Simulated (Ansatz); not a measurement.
A structure relaxed at PBE0-D4/def2-SVP in Ansatz, charge 1, singlet:

```xyz
9

Au    0.8883    2.4961   -1.2857
Au    0.9531   -4.3383    2.6897
Au   -1.2575    1.5606    0.5699
Au   -0.3902   -1.4368    0.8058
Au   -0.6469    0.0235   -1.9580
Cl   -2.3576   -0.5459   -0.2239
Cl    0.1487    3.4556    0.7791
Cl    1.5580   -2.2631    1.8035
Cl    1.1041    1.0483   -3.1804
```

Problem. Give its formula.

Solution. the cluster Au₅Cl₄⁺.

Problem. Summarise the bond lengths by kind (pairs closer than 1.2 times the sum of covalent radii, bridged metal pairs left out).

Solution. 9 × Au–Cl 2.34 to 2.51 Å.

In the def2 sets Au takes a core potential; there is no spin–orbit coupling. The relaxation made no stability test and no search for a lower SCF solution. No other spin state of charge 1 was run. Another isomer (singlet) lies 1.46 eV lower at PBE0-D4/def2-TZVP; other spin states weren't run for this one.
